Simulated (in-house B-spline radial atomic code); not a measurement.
Configurations of Ba8+, with energies counted from [Kr] 4d10 5s2. Level of theory: Dirac-Hartree-Fock, average of configuration, Fermi nucleus of rms radius 4.8378 fm; calculated with an all-electron radial atomic-structure program (B-spline basis). Energies include first-order Breit, QED and recoil terms.

Occupations are held fixed; configurations that lie above the ionisation limit could autoionise.

| configuration | E - E(ref) (eV) | highest orbital | its <r> (bohr) |
| --- | --- | --- | --- |
| [Kr] 4d10 5s1 6p1 | 66.194 | 6p3/2 | 2.927 |
| [Kr] 4d10 5s1 7p1 | 88.093 | 7p3/2 | 4.523 |
| [Kr] 4d9 4f1 5s2 | 99.314 | 4f7/2 | 0.9922 |
| [Kr] 4d10 5s1 7f1 | 101.52 | 7f7/2 | 6.173 |
| [Kr] 4d10 5s1 9f1 | 112.79 | 9f7/2 | 11.12 |
| [Kr] 4d9 5s2 6p1 | 141.45 | 6p3/2 | 2.896 |
| [Kr] 4d9 5s2 8s1 | 173.53 | 8s1/2 | 5.977 |
| [Kr] 4d9 5s2 9g1 | 190.61 | 9g7/2 | 12.12 |
| [Ar] 3d10 4s2 4p5 4d10 5s2 9d1 | 290.19 | 9d5/2 | 9.543 |
| [Ar] 3d9 4s2 4p6 4d10 5s2 9f1 | 889.78 | 9f7/2 | 10.96 |
| [Ar] 3d9 4s2 4p6 4d10 5s2 9g1 | 891.76 | 9g7/2 | 12.12 |

Problem. Order these further configurations by energy, lowest first.
A. [Ar] 3d10 4s2 4p5 4d10 5s2 9f1
B. [Ar] 3d10 4s2 4p5 4d10 5s2 7g1
C. [Kr] 4d9 5s2 7p1
D. [Kr] 4d10 5s1 8f1
E. [Kr] 4d9 5s2 6f1

Solution. D (108.29 eV), C (163.78 eV), E (166.15 eV), B (285.96 eV), A (293.14 eV).

Problem. How far above the reference does [Ar] 3d10 4s2 4p5 4d10 5s2 6f1 lie?

Solution. 270.52 eV; its least bound orbital is 6f7/2 with <r> = 4.127 bohr.

Problem. How far above the reference does [Kr] 4d10 5s1 7g1 lie?

Solution. 105.57 eV; its least bound orbital is 7g7/2 with <r> = 6.904 bohr.

Problem. How far above the reference does [Kr] 4d9 5s2 6s1 lie?

Solution. 133.33 eV; its least bound orbital is 6s1/2 with <r> = 2.644 bohr.

Problem. One of these lies 878.2 eV from the reference. Which?
A. [Ar] 3d10 4s2 4p5 4d10 5s2 5f1
B. [Ar] 3d9 4s2 4p6 4d10 5s2 7f1
C. [Ar] 3d10 4s2 4p5 4d10 5s2 9s1
D. [Kr] 4d9 5s2 9s1

Solution. B.
